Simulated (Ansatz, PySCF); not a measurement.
Species: CHBrCl, charge 0, multiplicity 2. It need not be the lowest isomer of its formula. 
Geometry from a B3LYP-D3(BJ)/def2-TZVP (Ansatz, an electronic-structure program) optimisation:
```xyz
4

Cl     1.9729     0.3383    -0.1836
C      0.4684     0.6037     0.5622
Br    -1.0522    -0.2931    -0.0531
H      0.4755     0.8828     1.6042
```
Charge 0, spin multiplicity 2.

Dipole moments at this geometry, in debye (magnitudes).

```
level              program  dipole (D)
-----------------  -------  ----------
BLYP/def2-TZVPD     Ansatz        0.75
BP86/def2-TZVPD      PySCF        0.77
M06-L/def2-TZVPD     PySCF        0.76
B97M-V/def2-TZVPD   Ansatz         [?]
MN15/def2-TZVPD      PySCF        0.88
CCSD(T)/def2-SVPD   Ansatz         [?]
```

Q: Fill in the missing entries.

A: 
- B97M-V/def2-TZVPD, dipole (D): 0.83
- CCSD(T)/def2-SVPD, dipole (D): 0.83
